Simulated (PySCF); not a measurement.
**Shapes and spin states of RuOI₂**

Method: PBE in PySCF with Ru def2-SVP with ECP28, O def2-SVP, I def2-SVP with ECP28; scalar-relativistic core potentials, no spin–orbit coupling; density-fitted integrals.

Relaxations began from a few typed shapes and spin states; open shells are unrestricted. The search is not exhaustive: other isomers or separated fragments can lie lower, and high-lying points may rest on an excited occupation.

Q: Which is the lowest minimum found?
A. quintet C2v: Ru–I 2.599 Å (×2), Ru–O 1.731 Å; I–Ru–I 151.4°, I–Ru–O 104.3° (×2)
B. singlet C2v: Ru–I 2.536 Å (×2), Ru–O 1.625 Å; I–Ru–I 111.0°, I–Ru–O 124.5° (×2)
C. quintet C2v: Ru–I 2.598 Å (×2), Ru–O 1.731 Å; I–Ru–I 151.0°, I–Ru–O 104.5° (×2)
D. triplet C2v: Ru–I 2.538 Å (×2), Ru–O 1.672 Å; I–Ru–I 121.9°, I–Ru–O 119.0° (×2)

A: B. The others lie at 11.3 (triplet C2v), 85.0 (quintet C2v), 85.2 (quintet C2v) kJ/mol above it.

Formally Ru is in oxidation state +4, d4, with 0 unpaired electrons (the high-spin count would be 4). The polar-tensor charge on Ru, 1.13, is far below the formal one.

For the lowest minimum: stability towards spin polarisation was not tested.
